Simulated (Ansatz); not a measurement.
Z-matrix (Å, degrees):
```
C
O 1 1.394
O 1 1.389 2 109.8
H 1 1.106 2 110.2 3 122.2
H 1 1.099 2 112.0 3 -116.7
Sn 2 1.973 1 120.2 3 -180.0
H 3 0.962 1 107.4 2 55.3
H 6 1.707 2 107.4 1 -60.2
H 6 1.708 2 107.3 1 59.6
H 6 1.696 2 103.1 1 179.5
```

Total charge 0; spin multiplicity 1. Sn takes the def2 core potential.

(1) List the ωB97M-V/def2-TZVPP orbital energies in eV (Ansatz). (Estimate.)

Results:

(1) Computed: Occupied: -525.96, -525.66, -283.88, -143.37, -97.97, -97.91, -97.91, -32.38, -31.63, -31.55, -31.54, -31.43, -31.43, -29.40, -21.04, -17.85, -16.97, -15.46, -15.05, -13.00, -12.07, -11.78, -11.14, -10.91, -9.92. Lowest empty: 0.95, 2.07, 2.14, 2.19, 3.14, 3.69, 3.98, 4.17.
